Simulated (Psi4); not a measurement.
C2H6N, charge -1, singlet, geometry from GFN2-xTB (a gas-phase anion, which may not be bound at this level); B3LYP/def2-SVPD (Psi4).

Input for Psi4:
```
memory 2 GB

molecule mol {
-1 1
C     0.068388   -0.343447    1.280013
N    -0.020316    0.577285    0.030283
C    -0.014644   -0.232449   -1.156616
H     0.074469    0.429802    2.123582
H    -1.001283   -0.749206    1.345617
H     0.851123    1.116069    0.047208
H     0.820505   -0.966737   -1.224493
H     0.018715    0.396171   -2.064198
H    -0.943784   -0.811711   -1.180078
}

set {
  basis def2-svpd
  reference rks
}

energy('b3lyp')
print_variables()
```

Problem. What does Psi4 print? Leave out banner, timings and long lists.

Solution. 
```
   => Loading Basis Set <=

    Name: DEF2-SVPD
    Role: ORBITAL
    Keyword: BASIS

         ---------------------------------------------------------
                                   SCF
               by Justin Turney, Rob Parrish, Andy Simmonett
                          and Daniel G. A. Smith
                              RKS Reference
         ---------------------------------------------------------

  ==> Geometry <==

    Molecular point group: c1
    Full point group: C1

    Geometry (in Angstrom), charge = -1, multiplicity = 1:

       Center              X                  Y                   Z               Mass
    ------------   -----------------  -----------------  -----------------  -----------------
         C            0.064329522154    -0.356677824602     1.258560007773    12.000000000000
         N           -0.024374477846     0.564054175398     0.008830007773    14.003074004430
         C           -0.018702477846    -0.245679824602    -1.178068992227    12.000000000000
         H            0.070410522154     0.416571175398     2.102129007773     1.007825032230
         H           -1.005341477846    -0.762436824602     1.324164007773     1.007825032230
         H            0.847064522154     1.102838175398     0.025755007773     1.007825032230
         H            0.816446522154    -0.979967824602    -1.245945992227     1.007825032230
         H            0.014656522154     0.382940175398    -2.085650992227     1.007825032230
         H           -0.947842477846    -0.824941824602    -1.201530992227     1.007825032230

  Running in c1 symmetry.

  Rotational constants: A =      1.21514  B =      0.32144  C =      0.28087 [cm^-1]
  Rotational constants: A =  36429.03049  B =   9636.59043  C =   8420.21293 [MHz]
  Nuclear repulsion =   75.810151281519381

  Charge       = -1
  Multiplicity = 1
  Electrons    = 26
  Nalpha       = 13
  Nbeta        = 13

  ==> Algorithm <==

  SCF Algorithm Type is DF.
  DIIS enabled.
  MOM disabled.
  Fractional occupation disabled.
  Guess Type is SAD.
  Energy threshold   = 1.00e-06
  Density threshold  = 1.00e-06
  Integral threshold = 1.00e-12

  ==> Primary Basis <==

  Basis Set: DEF2-SVPD
    Blend: DEF2-SVPD
    Number of shells: 48
    Number of basis functions: 108
    Number of Cartesian functions: 114
    Spherical Harmonics?: true
    Max angular momentum: 2

  ==> DFT Potential <==

   => LibXC <=

    Version 7.1.2
    S. Lehtola, C. Steigemann, M. J. T. Oliveira, and M. A. L. Marques,  SoftwareX 7, 1–5 (2018) (10.1016/j.softx.2017.11.002)

   => Composite Functional: B3LYP <=

    B3LYP Hyb-GGA Exchange-Correlation Functional

    P. J. Stephens, F. J. Devlin, C. F. Chabalowski, and M. J. Frisch,  J. Phys. Chem. 98, 11623 (1994) (10.1021/j100096a001)

    Deriv               =              1
    GGA                 =           TRUE
    Meta                =          FALSE

    Exchange Hybrid     =           TRUE
    MP2 Hybrid          =          FALSE

   => Exchange Functionals <=

    0.0800   Slater exchange
    0.7200         Becke 88

   => Exact (HF) Exchange <=

    0.2000               HF

   => Correlation Functionals <=

    0.1900   Vosko, Wilk & Nusair (VWN5_RPA)
    0.8100   Lee, Yang & Parr

   => LibXC Density Thresholds  <==

    XC_HYB_GGA_XC_B3LYP:  1.00E-15

   => Molecular Quadrature <=

    Radial Scheme          =       TREUTLER
    Pruning Scheme         =           NONE
    Nuclear Scheme         =       TREUTLER

    Blocking Scheme        =         OCTREE
    BS radius alpha        =              1
    Pruning alpha          =              1
    Radial Points          =             75
    Spherical Points       =            302
    Total Points           =         195260
    Total Blocks           =           1504
    Max Points             =            256
    Max Functions          =            108
    Weights Tolerance      =       1.00E-15

   => Loading Basis Set <=

    Name: (DEF2-SVPD AUX)
    Role: JKFIT
[...]

    J tasked:                   Yes
    K tasked:                   Yes
    wK tasked:                   No
    Algorithm:                 Core
    Schwarz Cutoff:           1E-12
    Mask sparsity (%):       0.0343
    Fitting Condition:        1E-10

   => Auxiliary Basis Set <=

  Basis Set: (DEF2-SVPD AUX)
    Blend: DEF2-UNIVERSAL-JKFIT
    Number of shells: 111
    Number of basis functions: 335
    Number of Cartesian functions: 391
    Spherical Harmonics?: true
    Max angular momentum: 4

  Minimum eigenvalue in the overlap matrix is 4.8822760862E-04.
  Reciprocal condition number of the overlap matrix is 5.0628079843E-05.
    Using symmetric orthogonalization.

  ==> Pre-Iterations <==

  SCF Guess: Superposition of Atomic Densities via on-the-fly atomic UHF (no occupation information).

   -------------------------
    Irrep   Nso     Nmo
   -------------------------
     A        108     108
   -------------------------
    Total     108     108
   -------------------------

  ==> Iterations <==

                           Total Energy        Delta E     RMS |[F,P]|

   @DF-RKS iter SAD:  -133.75637147312813   -1.33756e+02   0.00000e+00
   @DF-RKS iter   1:  -133.89150772215064   -1.35136e-01   8.50177e-03 DIIS/ADIIS
   @DF-RKS iter   2:  -131.87812818698671    2.01338e+00   1.68940e-02 DIIS/ADIIS
   @DF-RKS iter   3:  -134.35655603863785   -2.47843e+00   2.26412e-03 DIIS/ADIIS
   @DF-RKS iter   4:  -134.38389398174951   -2.73379e-02   1.28005e-03 DIIS/ADIIS
   @DF-RKS iter   5:  -134.39304882053426   -9.15484e-03   2.08233e-04 DIIS/ADIIS
   @DF-RKS iter   6:  -134.39328454043178   -2.35720e-04   5.08328e-05 DIIS
   @DF-RKS iter   7:  -134.39329474541057   -1.02050e-05   2.89058e-05 DIIS
   @DF-RKS iter   8:  -134.39329989346757   -5.14806e-06   5.44321e-06 DIIS
   @DF-RKS iter   9:  -134.39330005395141   -1.60484e-07   1.69332e-06 DIIS
   @DF-RKS iter  10:  -134.39330007658299   -2.26316e-08   2.95625e-07 DIIS
  Energy and wave function converged.

  ==> Post-Iterations <==

   Electrons on quadrature grid:
      Ntotal   =   25.9999686852 ; deviation = -3.131e-05

    Orbital Energies [Eh]
    ---------------------

    Doubly Occupied:

[...]
      13A      0.075529

    Virtual:

[...]
    Final Occupation by Irrep:
              A
    DOCC [    13 ]
    NA   [    13 ]
    NB   [    13 ]

  @DF-RKS Final Energy:  -134.39330007658299

   => Energetics <=

    Nuclear Repulsion Energy =             75.8101512815193814
    One-Electron Energy =                -335.7381515638752489
    Two-Electron Energy =                 141.8001603165242273
    DFT Exchange-Correlation Energy =     -16.2654601107513486
    Empirical Dispersion Energy =           0.0000000000000000
    VV10 Nonlocal Energy =                  0.0000000000000000
    Total Energy =                       -134.3933000765829888

Computation Completed

Properties will be evaluated at   0.000000,   0.000000,   0.000000 [a0]

Properties computed using the SCF density matrix

 Multipole Moments:

 ------------------------------------------------------------------------------------
     Multipole            Electronic (a.u.)      Nuclear  (a.u.)        Total (a.u.)
 ------------------------------------------------------------------------------------

 L = 1.  Multiply by 2.5417464519 to convert [e a0] to [Debye]
 Dipole X            :          0.0329989           -0.1917410           -0.1587421
 Dipole Y            :          1.4097279           -0.6250526            0.7846753
 Dipole Z            :         -0.5601583           -1.0135051           -1.5736634
 Magnitude           :                                                    1.7655965

 ------------------------------------------------------------------------------------

  Variable Map:
  ----------------------------------------------------------------------------
[...]
  Array Variable Map:
  ----------------------------------------------------------------------------
[...]
[...]
```
